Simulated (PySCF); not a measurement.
Spectra and structures to be paired. Computed with TDDFT PBE0/def2-SVPD, vertical, gas phase, core orbitals frozen in the response in PySCF 2.14.0, density-fitted response routines. Geometries: GFN2-xTB; one conformer of each isolated species. Triplets are in the Tamm–Dancoff approximation.

A. `FC(F)(F)C=C1C=C1`
B. `O=C1C=C(O[SiH3])C(=O)C1`
C. `C#C/C(F)=C(\F)CF`
D. `CC(F)(F)OC=C=O`

Lowest singlet levels (six at most, fewer where fewer were computed) with oscillator strengths:

1. 445 nm (f 0.000); 199 nm (f 0.009); 177 nm (f 0.000); 168 nm (f 0.010); 168 nm (f 0.042); 165 nm (f 0.001); T1 2.31 eV
2. 228 nm (f 0.000); 227 nm (f 0.380); 219 nm (f 0.000); 180 nm (f 0.149); 175 nm (f 0.001); 171 nm (f 0.001); T1 3.18 eV
3. 380 nm (f 0.000); 319 nm (f 0.000); 258 nm (f 0.278); 234 nm (f 0.000); 204 nm (f 0.002); 196 nm (f 0.001); T1 2.86 eV
4. 269 nm (f 0.013); 194 nm (f 0.000); 186 nm (f 0.000); 173 nm (f 0.009); 173 nm (f 0.567); 172 nm (f 0.012); T1 3.50 eV

Question: Which spectrum belongs to which structure?

Answer: 1 = D, 2 = C, 3 = B, 4 = A.
- A: S1 at 4.61 eV, HOMO→LUMO (99%); Löwdin shares by element: HOMO carbon 85% or more; LUMO carbon 86% or more, hydrogen 7% or more; HOMO -7.03 and LUMO -1.29 eV; point group Cs, 2 of its 6 listed states under f = 0.0005.
- B: S1 at 3.26 eV, HOMO→LUMO (96%); Löwdin shares by element: HOMO oxygen 63% or more, carbon 22% or more; LUMO carbon 50% or more, oxygen 20% or more (atoms not listed hold the other 30%); HOMO -7.67 and LUMO -2.77 eV; point group Cs, 3 of its 6 listed states under f = 0.0005.
- C: S1 at 5.44 eV, HOMO→LUMO+1 (89%); Löwdin shares by element: HOMO carbon 75% or more (atoms not listed hold the other 25%); LUMO carbon 74% or more (atoms not listed hold the other 26%); HOMO -7.54 and LUMO -1.67 eV.
- D: S1 at 2.79 eV, HOMO→LUMO (100%); Löwdin shares by element: HOMO carbon 55% or more, oxygen 39%; LUMO carbon 52% or more, oxygen 39%; HOMO -6.85 and LUMO -1.93 eV; point group Cs, 2 of its 6 listed states under f = 0.0005.
